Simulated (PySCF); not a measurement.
**Electronic structure of Be (beryllium, neutral) at the UHF level**

Configuration: [He] 2s1 3s1, high-spin 3S determinant (an excited configuration). All numbers are calculated (PySCF 2.14, the non-relativistic Hamiltonian (point nucleus), in dyall-av3z (15s9p4d2f, 76 functions)).

- Total energy: -14.377392 hartree
- One-electron energy: -18.1808 hartree
- Hartree (Coulomb) energy: 6.3800 hartree
- Exchange energy: -2.5766 hartree
- Kinetic energy: 14.38079 hartree
- ⟨S²⟩: 2.0000
- ⟨L²⟩: 0.000
- Sum of ⟨r⟩: 10.67 bohr
- Sum of ⟨r²⟩: 70.44 bohr²
- Density at the nucleus (Gaussians lack the cusp): 34.8 bohr⁻³
- Spin density at the nucleus: 1.06 bohr⁻³
- Langevin diamagnetic susceptibility: -55.8 ×10⁻⁶ cm³/mol

```csv
shell,electrons,mean orbital energy (eV),"rms radius, mean of both spins (bohr)"
1s α,1,-136.02,0.482
1s β,1,-134.80,0.482
2s α,1,-14.190,2.46
3s α,1,-2.720,7.99
```

The outer electron is Rydberg-like, and this basis confines it to a smaller radius and binds it less than a complete one would.
